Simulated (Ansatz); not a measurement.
Reaction (formal exchange of groups at the Al–N bond): `C[NH][AlH][SH]` + `C[SiH2]C` → `C[SiH2][CH2][AlH][SH]` + CH₃NH₂

Program: Ansatz. Geometries: PBE0-D4/def2-TZVP. ΔE: electronic, gas phase. CCSD(T)/CBS adds triple-zeta CCSD(T) − MP2 to the extrapolated MP2 energy (def2 sets, frozen cores). Functionals use def2-TZVPP. Each species was taken in one conformer, which may not be the lowest.

`C[NH][AlH][SH]`:

Cartesian coordinates in Å:
```
C -0.207 -0.430 -1.307
N -0.780 -0.340 0.017
Al -0.139 0.327 1.521
S 1.853 1.231 1.605
H -0.790 0.125 -2.052
H -0.121 -1.466 -1.653
H 0.800 -0.008 -1.312
H -1.709 -0.736 0.051
H -1.017 0.272 2.829
H 2.110 1.026 0.302
```

`C[SiH2]C`:

Z-matrix (Å, degrees):
```
C
Si 1 1.872
H 1 1.093 2 110.9
H 1 1.092 2 111.0 3 120.0
H 1 1.093 2 110.9 3 -120.0
C 2 1.872 1 111.5 3 60.0
H 2 1.491 1 109.5 3 -178.7
H 2 1.491 1 109.5 3 -61.3
H 6 1.092 2 111.0 1 -180.0
H 6 1.093 2 110.9 1 -60.0
H 6 1.093 2 110.9 1 60.0
```

`C[SiH2][CH2][AlH][SH]`:

```xyz
14

C     0.744    0.766   -1.599
Si   -0.533   -0.474   -1.018
C    -0.028   -1.263    0.597
Al    0.415    0.011    1.998
S    -0.937    1.682    2.398
H     0.838    1.597   -0.893
H     1.726    0.297   -1.708
H     0.467    1.189   -2.568
H    -1.838    0.224   -0.823
H    -0.741   -1.501   -2.080
H    -0.861   -1.887    0.946
H     0.826   -1.930    0.437
H     1.725   -0.039    2.883
H    -1.802    1.328    1.431
```

CH₃NH₂:

Cartesian coordinates in Å:
```
C -0.181 0.482 -0.240
N 0.574 -0.606 0.359
H -1.262 0.306 -0.340
H 0.215 0.692 -1.237
H -0.044 1.388 0.354
H 0.469 -1.453 -0.184
H 0.229 -0.809 1.288
```

CCSD(T)/CBS gives +75.5 kJ/mol.

(1) Another level gave +77.8 kJ/mol. Which?
A. MP2/def2-TZVPP
B. HF/def2-TZVPP
C. PBE0-D4/def2-TZVPP
D. B2PLYP/def2-TZVPP

Largest T1 diagnostic among the species: 0.011.

Results:

(1) A. MP2/def2-TZVPP 77.8, PBE0-D4 70.3, B2PLYP 83.4, HF/def2-TZVPP 87.8 kJ/mol.

In def2-TZVPP, CCSD(T) changes the Hartree–Fock value by −10.7 kJ/mol (the triples alone add −1.9 kJ/mol) and MP2 by −10.0 kJ/mol. The D4 term adds −6.2 kJ/mol with B3LYP and −3.7 kJ/mol with PBE0; it sums over pairs of atoms, weighted by their polarisabilities, and B3LYP, whose exchange is more repulsive, gets the larger term.

B3LYP here is the variant with VWN-RPA as its local correlation; programs differ in this.
